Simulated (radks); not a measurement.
Question: The lead ion Pb3+, [Xe] 4f14 5d10 6s1. Calculated with a radial shooting solver on a logarithmic mesh with Libxc functionals: non-relativistic Kohn-Sham, exchange-only B88, spin-polarised, spherical densities, point nucleus. Every spin shell is full or empty, so the densities are truly spherical. Functionals are evaluated on that one density, not self-consistently. Rank these exchange functionals by their error against the exact value of the orbitals, and give that value: LDA, B88, PBEsol, revPBE, RPBE, PW91, PW86, OPTX, SOGGA, EV93, TPSS, revTPSS, r2SCAN, Tao-Mo.

Answer: Exact: -358.388 hartree. From best to worst, with 100 (|E| - |E exact|)/|E exact| (equal figures are ties): PW91 +0.03, B88 +0.05, r2SCAN -0.19, RPBE -0.24, revPBE -0.27, PW86 -0.41, TPSS -0.44, EV93 -0.53, Tao-Mo -0.85, revTPSS -0.91, PBEsol -1.79, SOGGA -1.80, OPTX +1.92, LDA -3.78.
